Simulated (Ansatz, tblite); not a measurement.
Spin states of the cluster TiO4, each relaxed with PBE0-D4/def2-SVP in Ansatz. Electronic energies in the gas phase.

The 6-31G sets use Cartesian d functions. The xTB rows come from tblite. B3LYP takes the VWN-RPA correlation. The structure holds 2 bonds between oxygen atoms, so isomers without such links may lie far lower. The structure comes from a short search, and lower isomers may exist.

Singlet geometry (D2d within 0.1 Å):

```xyz
5

Ti    0.000    0.000    0.000
O     1.705    0.566   -0.175
O     1.302    0.384    1.189
O    -1.280   -1.156   -0.529
O    -1.727    0.206   -0.485
```

Triplet geometry (C2v within 0.1 Å):

Cartesian coordinates in Å:
```
Ti -0.029 -0.075 0.079
O 0.959 1.424 -0.898
O 0.116 0.876 -1.724
O -1.024 -0.643 1.472
O -0.022 -1.582 1.072
```

Quintet geometry (D2d within 0.1 Å):

```tsv
atom	x (Å)	y (Å)	z (Å)
Ti1	0.000	0.000	0.000
O2	-0.641	1.084	-1.583
O3	-0.683	-0.176	-1.896
O4	0.053	-0.489	1.962
O5	1.271	-0.419	1.517
```

Only these spin states were relaxed. Higher spins weren't run and may lie lower.

```csv
level,triplet − singlet (kcal/mol),quintet − singlet (kcal/mol),lowest of these
GFN1-xTB,68.0,155.1,singlet
GFN2-xTB,61.3,145.0,singlet
HF/6-31G,-27.7,-29.1,quintet
LDA (SPW92)/def2-TZVP,39.6,83.8,singlet
PBE-D4/def2-TZVP,33.5,72.1,singlet
r2SCAN-D4/def2-TZVP,30.0,63.8,singlet
B3LYP-D4/6-31G,26.0,58.6,singlet
PBE0-D4/def2-TZVP,22.3,53.1,singlet
CAM-B3LYP-D4/def2-TZVP,19.3,48.9,singlet
```

| state | donor atoms | mean metal–ligand distance (Å) | range (Å) | Mulliken spin on the metal (PBE0) |
| --- | --- | --- | --- | --- |
| singlet | 4 | 1.805 | 1.80–1.81 | 0 |
| triplet | 4 | 1.924 | 1.80–2.04 | 1.06 |
| quintet | 4 | 2.023 | 2.02–2.02 | 2.03 |

⟨S²⟩ at PBE0-D4/def2-TZVP: singlet 0.00 (pure 0.00), triplet 2.01 (pure 2.00), quintet 6.01 (pure 6.00).

Change of the quintet − singlet gap on mixing in exact exchange, in kcal/mol: PBE to PBE0 (25 % exact exchange) -19.0.

The xTB methods have no term that favours high spin, so they put low spin too low.
